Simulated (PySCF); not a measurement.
# N⁺ (nitrogen, charge +1) across methods

[He] 2s2 2p1 3d1, one real determinant (an excited configuration). Calculation: PySCF 2.14, in aug-cc-pwCVQZ; no relativity, point nucleus.

```
 method  E (hartree)  mean ε 2s β (eV)  mean ε 2p α (eV)  mean ε 3d α (eV)  Σ⟨r²⟩ (bohr²)   ⟨S²⟩
    LDA     -52.7163           -39.322           -30.541            -3.890          19.09  2.001
    PBE     -53.1386           -39.532           -30.788            -4.153          19.23  2.001
 r2SCAN     -53.1615           -39.930           -31.773            -4.025          19.30  2.003
   PBE0     -53.1410           -41.473           -33.214            -4.554          19.28  2.002
LC-wPBE     -53.1374           -44.650           -36.146            -6.088          19.11  2.001
  B97-3     -53.1895           -41.745           -33.354            -4.566          19.37  2.001
    UHF    -53.01850           -45.959           -40.006            -5.409          19.56  2.004
```

(1) Estimate the same row for M06-L.

⟨L²⟩ = 8.00 against 12 for a pure F term, so this real determinant mixes terms. The outer electron is Rydberg-like, and this basis confines it to a smaller radius and binds it less than a complete one would.

Results:

(1) E (hartree) = -53.1958; mean ε 2s β (eV) = -40.050; mean ε 2p α (eV) = -31.635; mean ε 3d α (eV) = -4.106; Σ⟨r²⟩ (bohr²) = 19.36; ⟨S²⟩ = 2.002.
